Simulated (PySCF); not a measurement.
States of one metal complex from SC-NEVPT2 in the d shell, PySCF, above the ground state:

```csv
2S+1,degeneracy,energy / cm⁻¹,f (electric dipole)
3,1,0,–
3,2,62,0
1,2,10662,–
1,1,10786,–
1,2,10935,–
3,1,17945,0
3,2,18035,0
1,1,23618,–
3,1,26087,0
3,2,26247,0
1,1,29296,–
1,2,29342,–
```

Which of these complexes, all computed at model or optimised geometries, gave the data?
A. CrF4 (d2, tetrahedral)
B. [V(SH)6]3- (d2, octahedral)
C. [V(NH3)3]3+ (d2, trigonal planar)
D. [AgF4]- (d8, tetrahedral)

B. [V(SH)6]3- (d2, octahedral) has 3Ag (from 3T1g), then 3Eg (from 3T1g) at 62, 1Eg (from 1T2g) at 10662 cm⁻¹ (NEVPT2). The others: [V(NH3)3]3+ (d2, trigonal planar) has a 2S+1 = 3 state (89 % 3F), then a 2S+1 = 3 state (80 % 3F) at 3936, a 2S+1 = 3 state (80 % 3F) at 4243 cm⁻¹ (NEVPT2); [AgF4]- (d8, tetrahedral) has 3T1, then 1E at 6812, 1T2 at 8303 cm⁻¹ (NEVPT2); CrF4 (d2, tetrahedral) has 3A2, then 1E at 13307, 3T2 at 13612 cm⁻¹ (NEVPT2).

The d shell alone is too small an active space for [AgF4]- (an active orbital has only 0.67 squared overlap with the free ion's shell): its levels, fitted parameters, g values and moments show what this model gives and aren't sound predictions.

On [V(SH)6]3-: The geometry is a model, and the complex may not exist in this form. 3Eg (from 3T1g) (62 cm⁻¹) lies within 300 cm⁻¹ of 3Ag (from 3T1g) at NEVPT2 level, inside the method's error: they are parts of one split term, whose order is undecided. NEVPT2 lifts 3Ag (from 3T2g) from 14716 to 17945 cm⁻¹; on the d shell alone it tends to overshoot states that fill the eg-type orbitals. An active orbital has only 0.75 squared overlap with the free ion's shell, so the metal shell alone is a small active space here. NEVPT2 on the d shell alone tends to put d–d bands too high for such charged or covalently bound ions.
